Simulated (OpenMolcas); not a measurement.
**N I: effect of the level shift or regulariser**

```json
{"Program": "OpenMolcas", "Basis": "ANO-RCC [8s7p4d3f2g]", "Scalar Hamiltonian": "DKH2, point nucleus", "Active space": "5 electrons in 8 orbitals (2s 2p 3s 3p)", "State averaging": "2S+1 = 4 odd, 1 root; 2S+1 = 2 odd, 8 roots; 2S+1 = 4 even, 3 roots; 2S+1 = 2 even, 5 roots kept (CI in the orbitals of an earlier block, 0 in the spin-orbit step)", "Spin-orbit coupling": "state interaction with AMFI integrals over the reference wave functions, term energies averaged over their components"}
```

Methods on the same reference wave functions:
A. CASSCF
B. SS-CASPT2, IPEA 0.25 Eh, imaginary shift 0.1 Eh (closed shells correlated: 1s)
C. SS-CASPT2, IPEA 0.25 Eh, imaginary shift 0.3 Eh (closed shells correlated: 1s)

Energies in cm-1 above 2s2 2p3 4S* 3/2, the measured ground level; measured values from NIST Handbook of Basic Atomic Spectroscopic Data.

```json
{"Level": "2s2 2p3 4S* 3/2", "A": "0.0", "B": "0.0", "C": "0.0", "Measured": "0.0"}
{"Level": "2s2 2p3 2D* 3/2", "A": "22215", "B": "19610", "C": "19620", "Measured": "19233"}
{"Level": "2s2 2p3 2D* 5/2", "A": "22220", "B": "19620", "C": "19620", "Measured": "19224"}
{"Level": "2s2 2p3 2P* 1/2", "A": "28500", "B": "28910", "C": "28910", "Measured": "28839"}
{"Level": "2s2 2p3 2P* 3/2", "A": "28504", "B": "28910", "C": "28910", "Measured": "28839"}
{"Level": "2s 2p4 4P 5/2", "A": "88487", "B": "87780", "C": "87960", "Measured": "88107"}
{"Level": "2s 2p4 4P 3/2", "A": "88536", "B": "87830", "C": "88010", "Measured": "88151"}
{"Level": "2s 2p4 4P 1/2", "A": "88566", "B": "87860", "C": "88040", "Measured": "88171"}
```

Deviations, from unrounded energies. A percentage is the sum of absolute deviations over the sum of measured energies, with the sign that they share, or ± where signs differ.

| Against measurement | Levels | A | B | C |
| --- | --- | --- | --- | --- |
| mean absolute deviation (cm-1) | 7 | 1100 | 270 | 190 |
| other terms of the ground configuration (%) | 4 | ±6.9 | +0.9 | +1.0 |
| other configurations (%) | 3 | +0.4 | -0.4 | -0.2 |

C lies closest to measurement on these levels and A furthest from it. The largest miss of C in the table is 2s2 2p3 2D* 5/2, by +400 cm-1. The ranking rests on the paired levels alone, and a cruder setting can come out closer through cancelling errors.

Between B and C the level of the table that moves most is 2s 2p4 4P 1/2, by 180 cm-1 (lowest in B, highest in C). Moves below CASPT2's spread within the term are not significant.

From A to B the spin-free energies of the other terms of 2s2 2p3 shown, above 4S*, scale by factors of 0.88 to 1.01.

The lowest spin-free term lies below A's lowest term by 0.116 hartree in B, 0.116 hartree in C.

Term energies are means over components that CASPT2 splits; among the terms shown or strongly mixed into the levels shown the widest spread is 57 cm-1 (2s2 2p3 2D*, B). Active for correlation alone: 3p 3s; no level in the range computed is led by a configuration that fills them, so any true level of that kind is missing. Without dynamic correlation excited terms often stand tens of per cent too high (terms of higher spin than the ground term too low), and those without a measured partner can miss by more than the paired ones (holds for A). Computed and measured levels are paired by configuration, term and J; levels that our copy of the source lacks, or whose pairing is in doubt (as where it misses far off the trend of its configuration), stay unpaired and out of the deviations. Only configurations of the active space appear.

* marks odd parity.
